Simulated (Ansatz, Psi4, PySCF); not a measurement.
C$_{4}$H$_{7}$, charge -1, singlet, geometry from GFN2-xTB (in this run its highest filled SCF level lies above zero, so its values depend strongly on the basis, on diffuse functions most of all). Base run: PBE0/STO-3G run with PySCF.

Geometry (Å):
```xyz
11

C     -0.1902     0.1306     1.4233
C     -0.0050     0.1166     0.0591
H     -0.2874     1.0563     1.9758
H     -0.2076    -0.7797     2.0117
C      0.0868     1.2049    -0.7806
H      0.1773     1.0912    -1.8550
H     -0.0322     2.2176    -0.4173
C      0.1036    -1.2487    -0.6003
H      0.3660    -2.0210     0.1262
H     -0.8481    -1.5366    -1.0617
H      0.8615    -1.2486    -1.3882
```
Charge -1, spin multiplicity 1.
All else is at PySCF's defaults.

The same geometry, method and basis name were run in Ansatz (a first-principles code) and Psi4 and PySCF, at each program's defaults and at the settings that a row names. The base is PySCF at its defaults. Differences at the defaults can come from grids, fitting, cores and function types together.

```tsv
code and settings	ΔE vs base (mEh)	basis functions	E (Eh)	SCF cycles
PySCF, defaults (exact integrals, its default grid, spherical functions)	0.000	27	-154.35265	9
Psi4, defaults (density fitting with its default set, its default grid, spherical functions)	…	27	…	8
Ansatz, defaults (factorised integrals, its default grid, spherical functions)	0.006	27	-154.35265	-
PySCF, density fitting with def2-universal-jkfit	-1.075	27	-154.35373	9
PySCF, fine grid	0.003	27	-154.35265	9
Psi4, exact integrals, spherical functions, fine grid	0.002	27	-154.35265	10
Ansatz, high accuracy	0.003	27	-154.35265	-
```

Fill in the missing entries.


- Psi4, defaults (density fitting with its default set, its default grid, spherical functions), ΔE vs base (mEh): -1.070
- Psi4, defaults (density fitting with its default set, its default grid, spherical functions), E (Eh): -154.35372
